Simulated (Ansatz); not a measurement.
Mg8S8⁺ (started as a model of: (MgS)8 cage of four- and six-membered rings). Charge 1, multiplicity 2. Geometry r2SCAN-D4/def2-SVP, that of the neutral singlet; atoms count from 1.

Cartesian coordinates in Å:
```
Mg -2.4750 1.1006 -1.8005
S -3.6831 0.5490 0.1949
Mg -2.1085 2.2978 0.9226
S -1.4258 3.2393 -1.1728
Mg 0.4777 1.8096 -1.5871
S -0.6066 0.0102 -2.8591
Mg 0.0761 -1.8803 -1.5771
S -0.9503 -2.7216 0.4888
Mg -1.9505 -0.7179 1.3062
S -0.8571 1.0756 2.5780
Mg 1.3976 0.7883 1.8590
S 2.4152 1.6358 -0.2084
S 2.3553 -2.6091 -1.2435
Mg 1.3986 -2.7520 1.0224
S 2.7525 -1.1790 2.2217
Mg 3.1839 -0.6463 -0.1451
```

(1) Estimate the Mulliken populations from the PBE0/def2-SVP orbitals of Ansatz.

(2) Where does the spin sit?

(3) And the Mayer bond orders between heavy atoms (over 0.3)?

## Answers

(1) 
```
atom  charge (e)  spin (α − β)
 Mg1        0.63         -0.02
  S2       -0.51          0.24
 Mg3        0.63         -0.02
  S4       -0.51          0.24
 Mg5        0.74         -0.01
  S6       -0.61          0.02
 Mg7        0.74         -0.01
  S8       -0.60          0.07
 Mg9        0.74         -0.01
 S10       -0.61          0.02
Mg11        0.74         -0.01
 S12       -0.60          0.07
 S13       -0.51          0.23
Mg14        0.63         -0.02
 S15       -0.51          0.23
Mg16        0.63         -0.02
```
Mulliken values depend strongly on the basis.

(2) Summed by element: Mg -0.14, S 1.14, of 1 unpaired in all. Largest on single atoms: S2 0.24, S4 0.24, S15 0.23.

(3) Mg1–S2 0.72 (2.40 Å); Mg1–S4 0.59 (2.46 Å); Mg1–S6 0.74 (2.41 Å); S2–Mg3 0.59 (2.46 Å); S2–Mg9 0.58 (2.42 Å); Mg3–S4 0.72 (2.40 Å); Mg3–S10 0.74 (2.41 Å); S4–Mg5 0.58 (2.42 Å); Mg5–S6 0.64 (2.46 Å); Mg5–S12 0.69 (2.38 Å); S6–Mg7 0.70 (2.38 Å); Mg7–S8 0.63 (2.46 Å); Mg7–S13 0.59 (2.42 Å); S8–Mg9 0.69 (2.38 Å); S8–Mg14 0.73 (2.41 Å); Mg9–S10 0.64 (2.46 Å); S10–Mg11 0.70 (2.38 Å); Mg11–S12 0.63 (2.46 Å); Mg11–S15 0.59 (2.42 Å); S12–Mg16 0.73 (2.41 Å); S13–Mg14 0.61 (2.46 Å); S13–Mg16 0.72 (2.40 Å); Mg14–S15 0.72 (2.40 Å); S15–Mg16 0.61 (2.46 Å).
